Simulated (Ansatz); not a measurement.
Two isomers of BH6NOSi: A = `BN[SiH2]O`, B = `NB[SiH2]O`.

Isolated molecules relaxed with PBE0-D4/def2-TZVP in Ansatz; ΔE leaves out vibrations. CBS: MP2 limit from def2 TZ/QZ plus the TZ coupled-cluster correction, frozen cores. DFT in def2-TZVPP. One conformer a species, not always the lowest.

Q: Which isomer does CCSD(T)/CBS put lower? Give the gap. (Best estimate.)

A: Ansatz gave: A, by 20.6 kcal/mol.

Q: Give E(B) − E(A) in kcal/mol with CCSD/def2-TZVPP, MP2/def2-TZVPP, r2SCAN-D4, CCSD(T)/def2-TZVPP, PBE0-D4, PBE-D4, LDA (SPW92). (Estimate.)

A: The calculation gave: CCSD/def2-TZVPP 20.8, MP2/def2-TZVPP 22.2, r2SCAN-D4 19.0, CCSD(T)/def2-TZVPP 20.4, PBE0-D4 17.4, PBE-D4 15.8, LDA (SPW92) 16.5. None reverses the order clearly.

Q: Does the order hold for the free energy at 298.15 K (harmonic terms from PBE0-D4)? (Estimate.)

A: The calculation gave: Yes: G(B) − G(A) = +20.7 kcal/mol, for one conformer each.

Largest T1 diagnostic: 0.013.

From PBE to PBE0 (25 % exact exchange), in def2-TZVPP and without D4, E(B) − E(A) moves by +1.7 kcal/mol. Leaving LDA and LC-ωPBE aside and taking each functional with its dispersion term where it has one, the values, not all of them listed here, spread over 5.8 kcal/mol, from PBE-D4 to BHLYP-D4. LDA lies +0.9 kcal/mol from PBE without D4.
